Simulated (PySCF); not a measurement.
A GIAO shielding run with PySCF 2.14 (density fitting, non-relativistic, gas phase) on `C#CC[C@@H](C)[C@@H](C)C#N`, C$_{8}$H$_{11}$N:

```
$ OMP_NUM_THREADS=1 python probes_run.py task.json out

{"job": {"kind": "nmr", "xc": "PBE0", "basis": "pcSseg-1"}, "charge": 0, "multiplicity": 1}
C      2.707074     1.277656    -1.544997
C      2.230599     0.647739    -0.645915
C      1.611030    -0.126736     0.409958
C      0.211017    -0.620958     0.005744
C     -0.341388    -1.558091     1.075767
C     -0.715069     0.590096    -0.244373
C     -2.076071     0.201058    -0.831143
C     -0.916663     1.327684     0.980992
N     -1.080889     1.902279     1.956043
H      3.146455     1.834039    -2.318074
H      2.250471    -0.985248     0.635555
H      1.536769     0.489613     1.311480
H      0.298022    -1.168312    -0.940409
H     -1.286497    -1.994510     0.762697
H      0.358055    -2.371007     1.259771
H     -0.499053    -1.020734     2.009030
H     -0.202360     1.260585    -0.947596
H     -2.665258    -0.362344    -0.111538
H     -1.935117    -0.405354    -1.723155
H     -2.636275     1.093222    -1.102874
```

Hardware: 1 thread of an Arm Neoverse V1, shared host. The job also computes population analyses, field gradients.

Q: How large is the calculation?

A: 66 electrons, 208 basis functions and 1066 auxiliary functions.

Q: How long does it take, and how much memory does it need?

A: 34 s of wall time, with 14 SCF cycles and 5 response iterations; peak memory 1 GiB. Times on a shared host scatter by some tens of per cent.
